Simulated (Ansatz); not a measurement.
The molecule IrCl, multiplicity 3 (lowest of 2S+1 = 1, 3, 5 at CCSD(T)/def2-TZVPP on PBE0 minima; our sources give no spin for the ground state, which may be another). No spin–orbit coupling.

Seven points along R, fitted to fifth degree in 1/R; most abundant isotopes. Runs in def2 and cc sets follow the lowest solution found near the PBE0 minimum.

Correlated levels freeze the inner cores; with def2 sets outer-core shells near the valence are correlated too.

Run with Ansatz (Gaussian orbitals). Each number belongs to the level named beside it. In def2 rows elements past Kr take small-core potentials, without spin–orbit coupling.

Problem. What bond length and harmonic frequency does CAM-B3LYP/def2-TZVPP give?

Solution. r_e = 2.176 Å, ω_e = 396 cm⁻¹.

Problem. What bond length and harmonic frequency does wB97M-V/def2-TZVPP give?

Solution. r_e = 2.182 Å, ω_e = 395 cm⁻¹.

Problem. What bond length and harmonic frequency does CCSD(T)/def2-TZVPP give?

Solution. r_e = 2.168 Å, ω_e = 405 cm⁻¹.

Ansatz is an electronic-structure program.
